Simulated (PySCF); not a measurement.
A calculated (revPBE, PySCF 2.14, cc-pVDZ-X2C, the spin-free X2C one-electron Hamiltonian (Gaussian nucleus)) atom or ion has these occupied shells.

| shell | electrons | orbital energy (eV) | rms radius, mean of both spins (bohr) |
| --- | --- | --- | --- |
| 1s α | 1 | -44926.2 | 0.0264 |
| 1s β | 1 | -44926.1 | 0.0264 |
| 2s α | 1 | -7315.9 | 0.107 |
| 2s β | 1 | -7315.8 | 0.107 |
| 2p α | 3 | -6544.2 | 0.0959 |
| 2p β | 3 | -6544.2 | 0.0959 |
| 3s α | 1 | -1606.3 | 0.278 |
| 3s β | 1 | -1604.9 | 0.278 |
| 3p α | 3 | -1363.0 | 0.278 |
| 3p β | 3 | -1361.7 | 0.278 |
| 3d α | 5 | -1024.9 | 0.256 |
| 3d β | 5 | -1023.8 | 0.256 |
| 4s α | 1 | -330.63 | 0.630 |
| 4s β | 1 | -326.90 | 0.630 |
| 4p α | 3 | -250.57 | 0.669 |
| 4p β | 3 | -246.81 | 0.669 |
| 4d α | 5 | -136.44 | 0.743 |
| 4d β | 5 | -132.63 | 0.743 |
| 5s α | 1 | -55.471 | 1.53 |
| 5s β | 1 | -53.178 | 1.53 |
| 5p α | 3 | -36.159 | 1.79 |
| 5p β | 3 | -34.454 | 1.79 |
| 4f α | 5 | -16.028 | 1.17 |

**Question.** Name the element and its charge.

**Answer.** Pm²⁺ (promethium, charge +2), in [Xe] 4f5, one real determinant.
